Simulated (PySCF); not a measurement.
## C5H11FOSi2: full NMR table

```
Formula                               : C5H11FOSi2
SMILES                                : OCCC1=C(CF)[SiH2][SiH2]1
Point group of the computed structure : C1
Degrees of unsaturation               : 2
Carbon signals                        : 5
Proton signals                        : 6
```

Mapped SMILES: `[OH:1][CH2:2][CH2:3][C:4]1=[C:5]([CH2:6][F:7])[SiH2:8][SiH2:9]1`. Hydrogens are named by the atom that carries them.

PySCF calculation with shielding tensors at PBE0/pcSseg-1 (GIAO) and GFN2-xTB structure; averaged over atoms made equivalent by symmetry, fast rotation or ring inversion, gas phase, relativity neglected, a single conformation.

Shifts are taken against calculated references (same method and geometry level): ¹H and ¹³C and ²⁹Si vs TMS; ¹⁹F against CFCl3; ¹⁷O vs H2O.

| carbon | δC, type | δH (multiplicity) | HMBC from (2–3 bonds) | span of the C tensor (ppm) |
| --- | --- | --- | --- | --- |
| C2 | 63.3, CH2 | 3.89 (t) | H(C3) | 63 |
| C3 | 43.4, CH2 | 2.39 (t) | H(Si9), H(C2) | 31 |
| C4 | 168.0, C | – | H(C6), H(Si8), H(Si9), H(C2), H(C3) | 215 |
| C5 | 179.1, C | – | H(C6), H(Si8), H(Si9), H(C3) | 193 |
| C6 | 86.9, CH2 | 5.62 (m) | H(Si8) | 77 |

Other nuclei:
```json
{"atoms": "H(Si8)", "nucleus": "¹H", "environment": "hydrogen on a silicon bonded to C, Si, in a 4-membered ring", "δ (ppm)": "4.83", "σ (ppm)": "26.89"}
{"atoms": "H(Si9)", "nucleus": "¹H", "environment": "hydrogen on a silicon bonded to C, Si, in a 4-membered ring", "δ (ppm)": "4.62", "σ (ppm)": "27.09"}
{"atoms": "H(O1)", "nucleus": "¹H", "environment": "hydrogen on an alcohol oxygen", "δ (ppm)": "1.08", "σ (ppm)": "30.64"}
{"atoms": "F7", "nucleus": "¹⁹F", "environment": "fluorine on an sp3 carbon", "δ (ppm)": "-253.7", "σ (ppm)": "424.7"}
{"atoms": "Si8", "nucleus": "²⁹Si", "environment": "silicon bonded to C, Si, 2 H, in a 4-membered ring", "δ (ppm)": "-70.2", "σ (ppm)": "419.4"}
{"atoms": "Si9", "nucleus": "²⁹Si", "environment": "silicon bonded to C, Si, 2 H, in a 4-membered ring", "δ (ppm)": "-72.8", "σ (ppm)": "422.0"}
{"atoms": "O1", "nucleus": "¹⁷O", "environment": "alcohol oxygen", "δ (ppm)": "35.8", "σ (ppm)": "300.3"}
```

1. Carbon types of the structure: 2 × C, 3 × CH2, leaving 5 H on heteroatoms.
2. δC 179.1, 168.0: fully substituted alkene carbon.
3. δC 86.9: allylic sp3 CH2 bonded to F; the inductive effect lowers its shielding.
4. δC 63.3: sp3 CH2 bonded to O; deshielded by the electronegative neighbour.
5. δH 3.89: hydrogen on an sp3 CH2 bonded to O; its carbon carries O, hence the downfield position.
6. δH 2.39: hydrogen on an allylic sp3 CH2; allylic position.

OH/NH shifts are gas-phase values; hydrogen bonding in solution moves them, usually downfield. Splittings by ¹⁹F in the carbon and heteronuclear signals aren't shown, as no couplings were computed. Shifts are as computed. Against solution values, carbons near 30 ppm lie about +3 ppm off and those near 130 ppm about +5 ppm. Of 1211 compounds with measured shifts, 218 miss one by over three times the rms of a fit or turn the order of signals round; such compounds aren't used in these exercises. Unscaled 19F shifts against computed CFCl3 carry errors that often reach 10 to 50 ppm. Experimental scales use liquid or dissolved standards, which lie at an offset from isolated H2O (liquid H2O: subtract about 36 ppm). No couplings were computed; multiplicities are counted from neighbouring protons, with m where these are inequivalent, close in shift, in a saturated or five-membered ring or joined by F or P, and br s for small geminal =CH2 splittings.
